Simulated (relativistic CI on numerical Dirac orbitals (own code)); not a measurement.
**Slater and spin-orbit integrals, Si VI**

These numbers are calculated, not measured: Dirac-Coulomb-Breit CI, KLI orbitals optimised for each configuration, model QED, valence Slater integrals scaled by 0.85, P86 correlation energy added to each configuration (own radial code, finite nucleus).

Slater integrals F^k, G^k are unscaled and averaged over j, outside the closed core 1s2; ζ comes from projecting the Hamiltonian with its Breit term on Σ l·s of the shell.

- 2s2 2p5: ζ(2p) = 3361.9 cm⁻¹; <r>(2p) = 0.5055, <r^2>(2p) = 0.3168 (bohr units).
- 2s2 2p4 3s: F^2(2p,2p) = 192680, ζ(2p) = 3644.6, G^1(2p,3s) = 15105 cm⁻¹; <r>(2p) = 0.487, <r^2>(2p) = 0.2928, <r>(3s) = 1.527, <r^2>(3s) = 2.647 (bohr units).
- 2s2 2p4 3p: F^2(2p,2p) = 192350, ζ(2p) = 3647.7, F^2(2p,3p) = 34888, G^0(2p,3p) = 14279, G^2(2p,3p) = 14779, ζ(3p) = 562.58 cm⁻¹; <r>(2p) = 0.4877, <r^2>(2p) = 0.2939, <r>(3p) = 1.599, <r^2>(3p) = 2.934 (bohr units).

Averages of the first 10 configurations, taken without configuration mixing, which lowers the lowest level and can move excited configurations by several eV; other configurations of the list can lie among them:

```csv
Configuration,Parity,States,Average energy above the lowest level (eV)
2s2 2p5,odd,6,0.4
2s 2p6,even,2,53.1
2s2 2p4 3s,even,30,126.6
2s2 2p4 3p,odd,90,137.5
2s2 2p4 3d,even,150,151.0
2p6 3s,even,2,232.5
2p6 3p,odd,6,242.3
2s2 2p4 4s,even,30,167.3
2s 2p5 3s,odd,24,175.4
2s2 2p4 4p,odd,90,171.3
```
